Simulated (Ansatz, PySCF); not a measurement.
Dimer: HF (SMILES F) (first 2 atoms) with C2H2 (SMILES C#C); geometry from B3LYP-D3(BJ)/def2-TZVP, rigid monomers moved along the line of their centres of mass till H2···C3 is 3.05 Å.
(charge 0, multiplicity 1):
```xyz
6

F     -0.03246    -0.01162     0.34874
H     -0.01823    -0.00445     1.28329
C      0.26801    -0.52982     4.27759
C     -0.21721     0.56575     4.27661
H      0.69895    -1.50247     4.28650
H     -0.64796     1.53850     4.28378
```

Counterpoise-corrected where a basis set is named; no monomer relaxation.

Frozen-core correlation. CBS(a, b) extrapolates the correlation energy as X⁻³ and adds the Hartree–Fock energy of set b.

Programs: Ansatz (a first-principles code); PySCF for the dispersion terms. 

PBE/def2-TZVPPD gives -2.36 kcal/mol for the interaction energy.

Task: Predict the shift from PBE, with its sign, for: PBE-D3(BJ)/def2-TZVPPD, r2SCAN/def2-TZVPPD, PBE0/def2-TZVPPD, wB97M-V/def2-TZVPPD, MP2/CBS(aug-cc-pVDZ, aug-cc-pVTZ), CCSD(T)/CBS(aug-cc-pVDZ, aug-cc-pVTZ).

Result: PBE-D3(BJ)/def2-TZVPPD -0.32; r2SCAN/def2-TZVPPD -0.04; PBE0/def2-TZVPPD 0.04; wB97M-V/def2-TZVPPD -0.05; MP2/CBS(aug-cc-pVDZ, aug-cc-pVTZ) 0.05; CCSD(T)/CBS(aug-cc-pVDZ, aug-cc-pVTZ) 0.05 kcal/mol. 3 of 6 lie above PBE; the widest gap is to PBE-D3(BJ)/def2-TZVPPD.
